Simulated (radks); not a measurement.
Q: Numerical settings for neutral silver, [Kr] 4d10 5s1. Method: scalar-relativistic Kohn-Sham, LDA (Slater exchange, Perdew-Wang correlation), spin-polarised, spherical densities, point nucleus; open shells are filled with parallel spins first (spin-orbit coupling, left out, can overturn this in heavy ions); computed with a radial shooting solver on a logarithmic mesh with Libxc functionals. The defaults (mesh step 0.008 in ln r, mesh end at 40 bohr or more with all orbitals vanishing there, Anderson mixing 0.5 over 9 steps, residual threshold near 1e-9 with the energy settled to 1e-9 hartree or 1e-11 of itself, here a cap of 73 iterations) give E = -5311.1404 hartree and 5s at -4.982 eV in 14 iterations. Run on one thread of a shared host, so times are rough (Arm Neoverse V2): 0.2 s of CPU time, 0.2 s wall, 14 iterations on 2725 mesh points. One setting is changed at a time: mesh step in ln r 0.03; mesh step in ln r 0.2; mesh step in ln r 0.005; mesh end (bohr) 8; mesh end (bohr) 2; residual threshold 0.001; residual threshold 1e-16; mixing 0.2; linear mixing, mixing 0.05; linear mixing, mixing 0.5; mixing history 2; iteration cap 2. Which runs fail to converge, and which converge to a wrong energy?

A: Not converged within the cap: mesh step in ln r 0.2; residual threshold 1e-16; linear mixing, mixing 0.05; iteration cap 2. Settled on a wrong energy, with an occupied level pushed above zero by the early mesh end: mesh end (bohr) 2 (+10.4 hartree). Apart from these: settings that end as converged yet miss the energy by more than 1 mhartree: mesh end (bohr) 8 (+0.00187 hartree).
